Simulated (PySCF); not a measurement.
**Trend along group 7: MO molecules**

r²SCAN with triple-zeta basis sets in PySCF, for the lowest determinant that a PBE0 search found; no spin–orbit coupling. De refers to high-spin ground-configuration atoms. A positive dipole means M(−)O(+).

| M | basis | state (unpaired electrons) | Re (Å) | ωe (cm⁻¹) | De (eV) | μ (D) |
| --- | --- | --- | --- | --- | --- | --- |
| Mn | x2c-TZVPPall | sextet (σ ↑, π ↑↑, δ ↑↑) | 1.612 | 929 | 4.85 | -4.34 |
| Tc | def2-TZVPP | sextet (σ ↑, π ↑↑, δ ↑↑) | 1.716 | 931 | n/a | -3.53 |
| Re | def2-TZVPP | sextet (σ ↑, π ↑↑, δ ↑↑) | 1.736 | 935 | 5.53 | -3.28 |

The shortest bond is that of MnO (1.612 Å), the longest that of ReO (1.736 Å).

The rows differ in basis set, which adds steps of its own.

Down a group the atoms grow and get heavier, so bonds lengthen and wavenumbers fall; this series shows no clear exception.

De is left out where the level can put another filling of the metal’s s and d shells below the measured ground configuration, by anything from nothing to about 1 eV. The metal atom is held in its measured ground configuration; semilocal functionals can put another filling of s and d lower by some tenths of an eV, and De to that atom would be smaller. Spin–orbit coupling is left out, which matters for elements this heavy, above all for dissociation energies. The state is the lowest single determinant that the PBE0 search found; with open d or f shells the true ground state can be another one.
